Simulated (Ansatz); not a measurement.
```yaml
crystal:
  periodic: [false, false, false]
  atoms:
    - {symbol: C, position_ang: [-1.275809, 1.585222, -0.168823]}
    - {symbol: O, position_ang: [-1.553196, -0.105220, 0.217264]}
    - {symbol: Sn, position_ang: [0.358292, -1.592338, 0.601284]}
    - {symbol: S, position_ang: [2.175893, -1.446908, -1.779984]}
    - {symbol: H, position_ang: [-0.655068, 2.261762, 0.854211]}
    - {symbol: H, position_ang: [-0.522288, 1.743954, -1.305143]}
    - {symbol: H, position_ang: [-2.488650, 2.178567, -0.383606]}
    - {symbol: H, position_ang: [-0.515339, -3.518173, 0.729363]}
    - {symbol: H, position_ang: [1.418325, -0.884549, 2.312693]}
    - {symbol: H, position_ang: [3.161841, -0.286316, -1.073761]}
basis:
  gaussian: {orbitals: def2-mTZVPP}
total_charge: 1
magnetization: {spin_polarized: false, initial_magnetization: 1}
hamiltonian: {xc: {name: SVWN5}}
```

```sh
$ ansatz run in.yaml --threads 4 --pin off --events-out ev --progress --plain --max-ram 10444MiB
```

Shortened log:

```
Functional definition: SVWN5
1308 factors; their error is unknown
mean field evaluation 1: about -19729.1326 eV, gradient 1.1e2 eV
mean field evaluation 2: about -19359.6969 eV, gradient 2.6e2 eV
mean field evaluation 4: about -19618.6271 eV, gradient 1.7e2 eV
mean field evaluation 8: about -19757.5532 eV, gradient 3.4e1 eV
mean field evaluation 16: about -19762.5914 eV, gradient 2.1e-1 eV
mean field evaluation 32: about -19762.2340 eV, gradient 4.0e0 eV
mean field -19762.56223433 eV, -726.2607665658 hartree, gradient 5.0e-5 eV, S^2 0.750000; 6 other end points of the search recorded, 0 dependent functions left out
reference -19762.56228235 eV, -726.2607683304 hartree; 29, 28 occupied and 107, 108 virtual orbitals, 1308 factors
Total energy: -19762.56228235 eV, -726.2607683304 hartree
```

It took 3.5 s on 4 threads of an Intel Xeon Platinum 8488C on a shared host, with 0.25 GiB of host memory at the peak.
